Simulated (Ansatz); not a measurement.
Question: Name a neutral molecule of C, F, Zr and H with HOMO–LUMO gap (B3LYP/def2-TZVPP) between 6.15 and 6.45 eV and HOMO energy (ωB97M-V/def2-TZVPP) between -10.40 and -10.10 eV (Ansatz, PBE0-D4/def2-TZVP geometry).

Answer: `[CH3][Zr]([CH3])([F])[F]` (6.20 eV, -10.26 eV). Other molecules can fit too; these were computed, each in one conformer that needn't be the lowest.

B3LYP here is the variant with VWN-RPA as its local correlation; programs differ in this.
